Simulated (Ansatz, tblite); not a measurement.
Isomers of Ge$_{2}$Te$_{3}$⁻ (doublet), found by a short tight-binding search and relaxed with PBE-D4/def2-SVPD in Ansatz.

In the def2 sets Te takes a core potential; there is no spin–orbit coupling. The xTB rows come from tblite. Correlated methods freeze 30 core orbitals; core or outer-core shells of Ge, Te are correlated, in sets that lack core-valence functions.

A further structure is left out (at the level of its geometry, an occupied level 0.09 eV above an empty one); at PBE0-D4/def2-TZVPD its energy lies 1.45 eV above the lowest shown.

A: At MP2/def2-TZVPD the charge -1 doublet is spin-contaminated (final ⟨S²⟩ up to 0.83, 0.75 for a pure state). C: At MP2/def2-TZVPD the charge -1 doublet is spin-contaminated (final ⟨S²⟩ up to 0.88, 0.75 for a pure state).

Other spin states weren't relaxed.

A:

```xyz
5

Ge    1.071    0.268   -0.462
Ge   -1.450   -0.355    2.021
Te    1.120    0.266   -2.964
Te   -0.852    1.815    0.692
Te    0.112   -1.994    0.714
```

B:

Cartesian coordinates in Å:
```
Ge 1.3646 0.0929 -0.7240
Ge -1.2326 -0.3687 0.8601
Te 0.9551 -1.9962 0.9843
Te -1.1709 0.1930 -1.8636
Te 0.0839 2.0790 0.7432
```

C:

Cartesian coordinates in Å:
```
Ge -0.8523 -1.1015 0.2650
Ge 0.8523 1.1015 -0.2650
Te -0.9393 1.1573 1.7898
Te -0.9220 0.2012 -2.1294
Te 1.8612 -1.3585 0.3396
```

D:

```xyz
5

Ge   -0.7005    1.0940   -0.7946
Ge    1.7955   -1.4569   -0.2100
Te    1.3783    0.8599    1.0111
Te   -0.4487   -1.6339   -1.4675
Te   -2.0245    1.1369    1.4610
```

Estimate their order by electronic energy at PBE-QIDH/def2-TZVPD, counted from the lowest.

C (0.0) < B (8.3) < A (15.6) < D (19.9), in kcal/mol.

Do the other levels pick the same lowest one?

All that were run do. Energies above each level's lowest (kcal/mol):

```tsv
level	A	B	C	D
GFN2-xTB	12.9	7.9	0.0	16.8
HF/def2-TZVPD	2.8	9.3	0.0	8.8
PBE-D4/def2-TZVPD	11.3	3.8	0.0	13.8
revPBE-D4/def2-TZVPD	11.0	3.4	0.0	13.2
r2SCAN-D4/def2-TZVPD	10.7	6.2	0.0	15.1
PBE0-D4/def2-TZVPD	12.8	5.9	0.0	16.1
PBE-QIDH/def2-TZVPD	15.6	8.3	0.0	19.9
RPA@PBE/def2-TZVPD	11.7	6.4	0.0	15.7
MP2/def2-TZVPD	20.0	7.8	0.0	23.7
```
Point groups (tolerance 0.1 Å): A Cs, B C2v, C D3h, D not assigned. A and D have the same bonds, so they are conformers or stereoisomers. Lower isomers may exist.
